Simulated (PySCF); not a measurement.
SMILES Bc1ccccc1, GFN2-xTB optimised geometry.

```
14

B     -1.42    -1.83     0.00
C     -0.62    -0.52     0.00
C     -1.25     0.73     0.00
C     -0.53     1.91     0.00
C      0.86     1.88     0.00
C      1.51     0.66     0.00
C      0.79    -0.52     0.00
H     -2.59    -1.80     0.00
H     -0.87    -2.86    -0.01
H     -2.33     0.77     0.00
H     -1.04     2.86     0.00
H      1.42     2.80     0.00
H      2.59     0.63     0.00
H      1.31    -1.46     0.00
```

Density from PBE/def2-TZVP (PySCF) at that geometry.

Minimum of the electron density along straight lines between bonded atoms, close to the bond critical point (lines longer than 1.1 times the sum of covalent radii, or with two minima, are not listed):

| bond | length / Å | ρ at the minimum / e bohr⁻³ | ∇²ρ there / e bohr⁻⁵ | position (fraction from the first atom) |
|---|---|---|---|---|
| B1–C2 | 1.544 | 0.191 | … | 0.33 |
| C2–C3 | 1.403 | 0.309 | -0.87 | 0.49 |
| C3–C4 | 1.382 | 0.321 | -0.93 | 0.50 |
| C4–C5 | 1.386 | 0.318 | -0.92 | 0.50 |
| C5–C6 | 1.386 | 0.318 | -0.92 | 0.50 |
| C2–C7 | 1.403 | 0.309 | -0.87 | 0.49 |
| C6–C7 | 1.382 | 0.321 | -0.93 | 0.50 |
| B1–H8 | 1.170 | 0.191 | -0.37 | 0.44 |
| B1–H9 | 1.170 | 0.191 | -0.37 | 0.44 |
| C3–H10 | 1.081 | 0.287 | -1.01 | 0.65 |
| C4–H11 | 1.081 | 0.285 | -1.00 | 0.64 |
| C5–H12 | 1.081 | 0.286 | -1.01 | 0.65 |
| C6–H13 | 1.081 | 0.285 | -1.00 | 0.64 |
| C7–H14 | 1.081 | 0.287 | -1.01 | 0.65 |

### Question
What belongs in the gaps?

### Answer

- B1–C2, ∇²ρ there / e bohr⁻⁵: -0.21
